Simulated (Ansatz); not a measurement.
`C[SiH2][B]([AlH2])[SiH3]` + H–F → `F[B]([AlH2])[SiH3]` + `C[SiH3]`  (cleavage of the B–Si bond)

Computed with Ansatz on PBE0-D4/def2-TZVP structures; ΔE is electronic, products minus reactants. CBS: MP2 limit from def2 TZ/QZ plus the TZ coupled-cluster correction, frozen cores. This one scheme is used for every species. DFT in def2-TZVPP. B3LYP here is the variant with VWN-RPA as its local correlation; programs differ in this. One conformer a species, not always the lowest.

```tsv
level	ΔE (kJ/mol)
B3LYP-D4	-117.7
HF/def2-TZVPP	-142.5
SCS-MP2/def2-TZVPP	-117.2
HF/CBS(def2)	-143.2
```

Q: What does CCSD(T)/CBS give? (Estimate.)

A: Ansatz gave: -103.8 kJ/mol. The listed levels differ from it by -13.9, -38.7, -13.4, -39.4 kJ/mol.

Largest T1 diagnostic among the species: 0.015.

The D4 term adds +15.7 kJ/mol with B3LYP and +9.1 kJ/mol with PBE0; it sums over pairs of atoms, weighted by their polarisabilities, and B3LYP, whose exchange is more repulsive, gets the larger term. In def2-TZVPP, CCSD(T) changes the Hartree–Fock value by +33.4 kJ/mol (the triples alone add +3.8 kJ/mol) and MP2 by +35.4 kJ/mol.
